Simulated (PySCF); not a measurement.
**Simulated absorption spectrum**

Species: C4H13PSi.
SMILES: `CC[C@@H](C)P[SiH3]`

The calculation used TDDFT PBE0/def2-SVPD, vertical, gas phase, core orbitals frozen in the response in PySCF 2.14.0, density-fitted response routines. One conformer (not necessarily the lowest) at the GFN2-xTB geometry, without solvent, vibrations or thermal averaging.

Each state is given a Gaussian of 0.4 eV full width at half maximum, with ε(max) = 2.175×10⁸ f / Δν̃ (Δν̃ the width in cm⁻¹). The width is an assumption, not a result. The curve ends short of the highest state used, and states not computed would add to its high-energy end.

| E (eV) | ε (L mol⁻¹ cm⁻¹) |
| --- | --- |
| 5.14 | 5 |
| 5.17 | 9 |
| 5.20 | 17 |
| 5.24 | 34 |
| 5.27 | 56 |
| 5.30 | 90 |
| 5.33 | 141 |
| 5.37 | 242 |
| 5.40 | 350 |
| 5.43 | 490 |
| 5.46 | 667 |
| 5.49 | 878 |
| 5.53 | 1209 |
| 5.56 | 1481 |
| 5.59 | 1759 |
| 5.62 | 2024 |
| 5.65 | 2259 |
| 5.69 | 2491 |
| 5.72 | 2586 |
| 5.75 | 2604 |
| 5.78 | 2544 |
| 5.82 | 2359 |
| 5.85 | 2163 |
| 5.88 | 1943 |
| 5.91 | 1726 |
| 5.94 | 1540 |
| 5.98 | 1389 |
| 6.01 | 1384 |
| 6.04 | 1495 |
| 6.07 | 1742 |
| 6.10 | 2137 |
| 6.14 | 2899 |
| 6.17 | 3637 |
| 6.20 | 4491 |
| 6.23 | 5426 |
| 6.27 | 6705 |
| 6.30 | 7609 |
| 6.33 | 8392 |
| 6.36 | 8991 |
| 6.39 | 9359 |
| 6.43 | 9441 |
| 6.46 | 9193 |
| 6.49 | 8708 |
| 6.52 | 8033 |
| 6.55 | 7232 |
| 6.59 | 6083 |
| 6.62 | 5246 |
| 6.65 | 4490 |
| 6.68 | 3852 |
| 6.72 | 3221 |
| 6.75 | 2915 |
| 6.78 | 2741 |
| 6.81 | 2681 |
| 6.84 | 2712 |
| 6.88 | 2854 |
| 6.91 | 3006 |

Question: Locate the maxima and give the states behind the curve.

Answer: 216 nm (5.74 eV), ε about 2600, made up of S1 (100%); 193 nm (6.42 eV), ε about 9500, made up of S2 (25%) and S3 (74%) (ε in L mol⁻¹ cm⁻¹; maxima over ε = 5, shares over 10%). At its high-energy end, 6.91 eV, the curve is still rising (ε about 3000, from S4, S5 and S6). The states used: S1 5.74 eV (f 0.039); S2 6.35 eV (f 0.038); S3 6.44 eV (f 0.105); S4 6.85 eV (f 0.019); S5 7.04 eV (f 0.015); S6 7.12 eV (f 0.028); S7 7.39 eV (f 0.022); S8 7.51 eV (f 0.069).

Question: On this curve, what absorbance would a 10⁻⁴ mol/L sample give at 222 nm over a 1 cm path?

Answer: 222 nm is 5.585 eV, where ε is about 1700 L mol⁻¹ cm⁻¹, so A = ε c l ≈ 0.17 (Beer–Lambert, with the gas-phase spectrum and the assumed width).

Question: Coming from long wavelengths, where does ε first pass 100 L mol⁻¹ cm⁻¹?

Answer: At about 234 nm (5.31 eV), 0.43 eV below S1.

Question: What would ε be at 6.42 eV, the highest of these maxima, with half the width (0.2 eV)?

Answer: About 17600 L mol⁻¹ cm⁻¹ against 9470, a factor of about 1.9; a lone state at its own centre would give exactly 2.
